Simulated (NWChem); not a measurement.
Molecule: CH6GeTe; SMILES C[Te][GeH3]

No frequency run checked for a minimum. def2 effective core potentials on Te; no spin-orbit coupling.

### Question
Give the equilibrium geometry at PBE-D3(BJ)/def2-SVP with def2 effective core potentials on Te (NWChem) as an XYZ file, with the point group.

### Answer
point group Cs; any orientation.
```
9

Te     0.3171     0.8777     0.0650
C     -1.8369     1.2554    -0.0140
H     -1.9638     2.3537    -0.0016
H     -2.3271     0.8115     0.8708
H     -2.2553     0.8404    -0.9484
Ge     0.0236    -1.6806     0.0171
H      1.4410    -2.3037     0.0658
H     -0.8048    -2.1591     1.2402
H     -0.7026    -2.1239    -1.2820
```
